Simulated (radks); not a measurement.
Task: Be3+, 1 electrons, occupied as 2p1 (not the ground configuration). All-electron calculation, Dirac Kohn-Sham, LDA (Slater exchange, Perdew-Zunger correlation), spin-unpolarised, spherical densities, point nucleus; open shells are shared between the two j in proportion to 2j + 1. Program: a radial shooting solver on a logarithmic mesh with Libxc functionals. Some entries of the table are withheld. Estimate them.

orbital,occ.,eigenvalue (Ry),r(max) (bohr),<r^2> (bohr^2)
1s1/2,0,-15.04503,0.2519,(1)
2p1/2,0.333333,(2),1.022,1.980
2p3/2,0.666667,(3),1.023,1.982
3p1/2,0,-1.27795,3.150,(4)
3p3/2,0,-1.27774,3.150,(5)
3d3/2,0,-1.25102,2.374,9.082
3d5/2,0,-1.25095,2.374,9.083

Result: 
(1) 1s1/2 <r^2> (bohr^2): 0.1910
(2) 2p1/2 eigenvalue (Ry): -3.32674
(3) 2p3/2 eigenvalue (Ry): -3.32595
(4) 3p1/2 <r^2> (bohr^2): 12.86
(5) 3p3/2 <r^2> (bohr^2): 12.87
